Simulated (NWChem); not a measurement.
Basis-set convergence for BFI₂

SMILES: FB(I)I
```xyz
4

B      0.0000     0.0000    -0.8079
F      0.0000     0.0000    -2.1184
I     -1.8817     0.0000     0.2180
I      1.8817     0.0000     0.2180
```
Charge 0, spin multiplicity 1.

All runs are NWChem calculations. The geometry was optimised at B3LYP/def2-SVP with def2 effective core potentials on I, a minimum by its harmonic frequencies.

Quantity: dipole moment at the level PBE.

Effective core potentials replace the inner electrons of I; spin-orbit coupling is left out. The structure started from a generated list of species.

Relative cost: rough, from shared machines, SCF included, def2-SVP = 1.

| basis | functions | dipole moment (D) | relative cost |
|---|---|---|---|
| def2-SVP | 80 | … | 1 |
| def2-SVPD | 113 | … | under 3 |
| def2-TZVPP | 162 | 0.41 | 5 |
| def2-TZVP | 162 | 0.41 | 5 |
| def2-TZVPD | 195 | … | 10 |

Question: Complete the blanks.

Answer: 
- def2-SVP, dipole moment (D): 0.27
- def2-SVPD, dipole moment (D): 0.49
- def2-TZVPD, dipole moment (D): 0.42
